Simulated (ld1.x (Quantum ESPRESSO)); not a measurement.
Which change was made? (Xe, RRKJ)

xenon (Xe), norm-conserving RRKJ (Kleinman–Bylander form), made with ld1.x (Quantum ESPRESSO) 7.5 (PBEsol, scalar-relativistic). Core [Kr], reference 4d10 5s2 5p6. Waves: 5p (bound): rc 1.50 bohr; 4d (bound): rc 1.20 bohr; 5s (bound): rc 1.45 bohr. Local part: the s channel. Core correction: Bessel-smoothed model core, default radius (core density twice the valence density).

Cutoffs, loose and tight: the cutoffs (Ry, on a coarse ladder) from which the occupation-weighted sum of valence levels, in a spherical-Bessel basis at the reference potential, stays within 10 and 1 mRy of its value at 400 Ry. They do not see the model core or the augmentation charge, which bear on the density cutoff. Test errors are all-electron minus pseudo excitation energies from the reference, over the configurations 4d10 5s2 5p5; 4d10 5s2 5p4; 4d10 5s2 5p3; 4d10 5s2 5p5.5; 4d9 5s2 5p6; 4d10 5s1 5p6; 4d10 5s2 5p2; variants that change the core or the reference have their own tests.

The base gives: outcome: generated; cutoff, loose: 110 Ry; cutoff, tight: 140 Ry; bound ghosts: none; largest test error (meV): -335.

**Question.** After one change the result is: outcome: generated; cutoff, loose: 200 Ry; cutoff, tight: 300 Ry; bound ghosts: p, s (extra level of the local part); largest test error (meV): +265. Which change was it?
A. wave 5s (bound): rc 1.45 bohr becomes 5s (bound): rc 1.12 bohr
B. wave 5p (bound): rc 1.50 bohr becomes 5p (bound): rc 0.96 bohr
C. wave 4d (bound): rc 1.20 bohr becomes 4d (bound): rc 1.50 bohr
D. type ultrasoft; waves now 5s (bound): rcut 1.25, rcutus 1.45 bohr; 5s channel at 0.4 Ry: rcut 1.25, rcutus 1.45 bohr; 5p (bound): rcut 1.30, rcutus 1.50 bohr; 5p channel at -0.2 Ry: rcut 1.30, rcutus 1.50 bohr; 4d (bound): rcut 1.05, rcutus 1.20 bohr; 4d channel at -3.4 Ry: rcut 1.05, rcutus 1.20 bohr; local potential all-electron potential smoothed inside 0.90 bohr (lloc = -2); augmentation PSQ, inside the norm-conserving radii

**Answer.** A. The others give: type ultrasoft; waves now 5s (bound): rcut 1.25, rcutus 1.45 bohr; 5s channel at 0.4 Ry: rcut 1.25, rcutus 1.45 bohr; 5p (bound): rcut 1.30, rcutus 1.50 bohr; 5p channel at -0.2 Ry: rcut 1.30, rcutus 1.50 bohr; 4d (bound): rcut 1.05, rcutus 1.20 bohr; 4d channel at -3.4 Ry: rcut 1.05, rcutus 1.20 bohr; local potential all-electron potential smoothed inside 0.90 bohr (lloc = -2); augmentation PSQ, inside the norm-conserving radii → outcome: failed: chargeps: negative rho | wave 4d (bound): rc 1.20 bohr becomes 4d (bound): rc 1.50 bohr → outcome: generated; cutoff, loose: 80 Ry; cutoff, tight: 140 Ry; bound ghosts: none; largest test error (meV): -148 | wave 5p (bound): rc 1.50 bohr becomes 5p (bound): rc 0.96 bohr → outcome: failed: compute_phi: phi has nodes before r_c.
